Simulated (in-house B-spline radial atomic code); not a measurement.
A calculation on the lead ion Pb²⁺: its settings, and results tabulated from the run. All numbers are computed (Dirac-Kohn-Sham LDA VWN5, spherical fractional occupations; Fermi nucleus of rms radius 5.5012 fm, inside a hard spherical wall at 5.62 bohr) with an all-electron radial atomic-structure program (B-spline basis), not measured.

Command:
```bash
python run_scf.py task.json out
```
Settings (nuclear radius in fm, mass in u):
```
Z                82
configuration    [Xe] 4f14 5d10 6s2
hamiltonian      dirac
method           lda,vwn
spin_polarised   False
nucleus          fermi
rms_radius       5.5012
atomic_mass      207.97665
speed_of_light   137.035999084
wall_radius      5.62
```

Output (hartree, bohr):
```
 radial grid: 62 intervals, B-splines of order 8, outer radius 5.62 bohr

 iter        energy (Eh)    residual
    1      -20909.635085    8.74e-01
    2      -20909.997290    1.87e-01
    3      -20910.626294    3.02e-02
    4      -20910.645412    1.12e-02
    5      -20910.645441    5.92e-03
    6      -20910.645991    2.83e-03
    7      -20910.646161    1.59e-04
    8      -20910.646162    1.18e-05
    9      -20910.646162    6.64e-07

 total energy                    -20910.64616
 kinetic                           24307.7534
 electron-nucleus                 -52862.1247
 Hartree                            8022.0849
 exchange-correlation               -378.3598

 first-order corrections (not in the total)
   Gaunt                            27.7010
   retardation                      -2.9403
   frequency dependence             -0.5557
   self-energy                      20.9599
   Uehling                          -4.4492
   Wichmann-Kroll                    0.2048

 orbital      occ     eigenvalue          <r>       <r^2>       <1/r>       <r^4>     <1/r^3>       r_max    small
 1s1/2      2.000     -3229.0003    0.0160679 0.000357999     101.164 3.54782e-07           -    0.009854  9.77e-02
 2s1/2      2.000      -577.6590    0.0669608   0.0053725      25.023 5.08279e-05           -     0.05743  2.25e-02
 2p1/2      2.000      -555.2042    0.0548944  0.00377709     24.9982 2.99074e-05           -     0.04199  2.27e-02
 2p3/2      4.000      -474.8350    0.0638098  0.00495857     19.9609 4.82362e-05     23374.2     0.04971  1.99e-02
 3s1/2      2.000      -139.1111     0.174127   0.0348272     9.17568  0.00183644           -      0.1616  7.58e-03
 3p1/2      2.000      -128.8893     0.164503   0.0316156     9.09519  0.00158808           -      0.1504  7.54e-03
 3p3/2      4.000      -110.9620     0.180791   0.0379573     7.77609  0.00225667     5516.35      0.1661  6.74e-03
 3d3/2      4.000       -93.9919     0.157005   0.0289368     7.67894  0.00147819     968.946      0.1288  6.63e-03
 3d5/2      6.000       -90.1731     0.161939   0.0306545     7.38526  0.00164142     790.919      0.1331  6.42e-03
 4s1/2      2.000       -31.9416      0.38444    0.167022     3.90063   0.0402679           -       0.363  2.62e-03
 4p1/2      2.000       -27.5069     0.385443    0.169251     3.79396   0.0423964           -      0.3603  2.52e-03
 4p3/2      4.000       -23.1092     0.420196    0.200731     3.33432   0.0594456     1358.34      0.3922  2.21e-03
 4d3/2      4.000       -15.8432     0.424776     0.20852     3.13914    0.068546     216.518      0.3832  2.01e-03
 4d5/2      6.000       -15.0221     0.435925    0.219384     3.03553   0.0757792     172.521      0.3929  1.93e-03
 5s1/2      2.000        -5.9069     0.853605       0.817     1.62356    0.961404           -      0.7893  7.08e-04
 5p1/2      2.000        -4.3855     0.911533    0.937471     1.50138     1.30358           -      0.8269  6.21e-04
 5p3/2      4.000        -3.5556      1.00414     1.13842     1.33106     1.93567     252.158      0.9046  5.22e-04
 4f5/2      6.000        -5.6048      0.45084    0.243504     2.69602    0.115995     37.9083      0.3471  1.57e-03
 4f7/2      8.000        -5.4197     0.457169    0.250346     2.65644    0.122668     35.9095      0.3516  1.54e-03
 5d3/2      4.000        -1.4547      1.26801     1.86392     1.03874     5.87195     26.2614       1.054  3.30e-04
 5d5/2      6.000        -1.3580      1.31413     2.00394    0.998618      6.8158     20.2849       1.087  3.08e-04
 6s1/2      2.000        -1.0202      2.15643     5.19087    0.593385     38.7342           -       1.919  1.16e-04
```

Time taken, with all properties: 1.6 s on 1 thread of Intel(R) Xeon(R) Platinum 8175M CPU @ 2.50GHz, with other jobs on the host.

For the Dirac Hamiltonian the kinetic term is c α·p + (β - 1)c².
